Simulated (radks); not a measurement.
Fractional charge and spin in the 3p shell of calcium: the spin-up occupation runs from 2 to 3 and the spin-down occupation from 2 to 3; the fullest corner is Ca+, [Ne] 3s2 4s(up 0.5, down 0.5) 3p(up 3, down 3). All-electron calculation, scalar-relativistic Kohn-Sham, PBE, spin-polarised, spherical densities, point nucleus. Program: a radial shooting solver on a logarithmic mesh with Libxc functionals. Energy (eV) minus the two flat planes that join the four corners (they meet along the diagonal where the two added fractions sum to one electron); zero is where a piecewise linear energy would lie.

| down \ up | 2 | 2.25 | 2.5 | 2.75 | 3 |
|---|---|---|---|---|---|
| 2 | 0.000 | -1.511 | -2.005 | -1.496 | 0.000 |
| 2.25 | -1.511 | -1.916 | -1.323 | 0.252 | -1.379 |
| 2.5 | -2.005 | -1.323 | 0.336 | -1.216 | -1.826 |
| 2.75 | -1.496 | 0.252 | -1.216 | -1.747 | -1.360 |
| 3 | 0.000 | -1.379 | -1.826 | -1.360 | 0.000 |

Corners above the fullest one (they belong to Ca2+ and the next ion): (up 3, down 2) 42.073 eV, (up 2, down 3) 42.073 eV, (up 2, down 2) 100.83 eV. With half an added electron in each spin the energy lies 0.336 eV from the planes, and with half an added electron in spin up alone -2.005 eV. The planes are only a guide here: the flat-plane condition holds for ground states with one frontier orbital, while this shell lies below other occupied shells, so the corners above the fullest one are inner-hole states and not the ground states of those ions.
